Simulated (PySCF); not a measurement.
PySCF input file for CHO₂, SMILES [O][C]O (connectivity only; charge and spin as stated), neutral, multiplicity 2, PBE-D3(BJ)/def2-TZVP. Geometry optimised at PBE-D3(BJ)/def2-TZVP. One conformer was computed; it need not be the lowest.

```python
import numpy as np
from pyscf import gto, scf, dft, df
from pyscf.hessian import thermo

mol = gto.M(
    atom='''
    C    -0.39214275    0.13145426    0.00000000
    O     0.13812547    1.19430502    0.00000000
    O     0.21609300   -1.07325893    0.00000000
    H    -0.48089128   -1.75709427    0.00000000
    ''',
    basis='def2-TZVP',
    charge=0,
    spin=1,
    max_memory=1600,
    verbose=3,
)
mf = dft.UKS(mol, xc='pbe').density_fit(auxbasis='def2-universal-jkfit')
mf.disp = 'd3bj'
mf.grids.level = 3
mf.conv_tol = 1e-11
mf.max_cycle = 100
mf.kernel()
fine, coarse = mf.grids, dft.Grids(mol).set(level=1).build(with_non0tab=True)
for _ in range(3):  # follow internal instabilities
    mf.grids = coarse
    mo, _, stable, _ = mf.stability(return_status=True, nroots=4)
    mf.grids = fine
    if stable:
        break
    mf.kernel(mf.make_rdm1(mo, mf.mo_occ))

# [left out here: the lines that compute and print the analytic Hessian (its translational invariance restored by hand, since the grid's response is missing), thermochemistry and intensities]
```

Program output:

```

WARN: HOMO -0.201775703231945 >= LUMO -0.201775703231945

converged SCF energy = -188.988361463944  <S^2> = 0.75223418  2S+1 = 2.0022329
<class 'pyscf.df.df_jk.DFUKS'> wavefunction is stable in the internal stability analysis

WARN: DFTD3 does not support analytical Hessian, using finite difference


WARN: Mole.unit (angstrom) is changed to Bohr

Mode                                 0                   1                   2
Irrep
Freq [cm^-1]                      546.1214            598.5300           1058.1751
Reduced mass [au]                   1.2161              7.0244              5.7565
Force const [Dyne/A]                0.2137              1.4826              3.7977
Char temp [K]                     785.7471            861.1514           1522.4784
Normal mode                   x     y     z       x     y     z       x     y     z
       0   C                 0.00  0.00  0.10    0.15  0.01 -0.00   -0.15  0.12 -0.00
       1   O                -0.00  0.00 -0.06   -0.07  0.12  0.00    0.04  0.06  0.00
       2   O                -0.00 -0.00  0.04   -0.03 -0.13 -0.00    0.06 -0.14 -0.00
       3   H                -0.00  0.00 -0.90   -0.26  0.10  0.00    0.19 -0.27  0.00
Mode                                 3                   4                   5
Irrep
Freq [cm^-1]                     1195.9656           1842.9176           3665.1036
Reduced mass [au]                   1.3386             11.0861              1.0661
Force const [Dyne/A]                1.1280             22.1840              8.4376
Char temp [K]                    1720.7282           2651.5481           5273.2680
Normal mode                   x     y     z       x     y     z       x     y     z
       0   C                 0.07 -0.04  0.00   -0.10 -0.20 -0.00    0.00  0.00  0.00
       1   O                 0.00  0.05 -0.00    0.07  0.14  0.00   -0.00 -0.00 -0.00
       2   O                -0.09  0.02  0.00    0.01  0.01 -0.00    0.04  0.04  0.00
       3   H                 0.58 -0.63 -0.00   -0.09  0.09  0.00   -0.68 -0.69 -0.00
temperature 298.1500 [K]
pressure 101325.00 [Pa]
Rotational constants [GHz] 162.51490 11.35194 10.61076
Symmetry number 1
Zero-point energy (ZPE) 0.02029 [Eh]   53274.574 [J/mol]
                           tot       elec      trans        rot        vib
Entropy [J/mol/K]       251.769      5.763    156.226     85.080      4.699
Cv [J/mol/K]             36.365      0.000     12.472     12.472     11.422
Cp [J/mol/K]             44.680      0.000     20.786     12.472     11.422
Internal energy [J/mol]                      3718.434   3718.434  54326.082
Internal energy [Eh]   -188.96484  -188.98836
Enthalpy [J/mol]                             6197.391   3718.434  54326.082
Enthalpy [Eh]          -188.96389
Gibbs free energy [J/mol]                  -40381.405 -21648.264  52925.035
Gibbs free energy [Eh] -188.99248
mode   freq/cm-1   IR/(km/mol)
   1      546.12        87.679
   2      598.53         5.038
   3     1058.18        61.101
   4     1195.97       222.553
   5     1842.92       202.353
   6     3665.10        96.786
max |gradient| / (hartree/bohr): 5.8081762855099065e-05
APT charges: [ 0.6707 -0.4676 -0.512   0.3088]
```

The run converged.
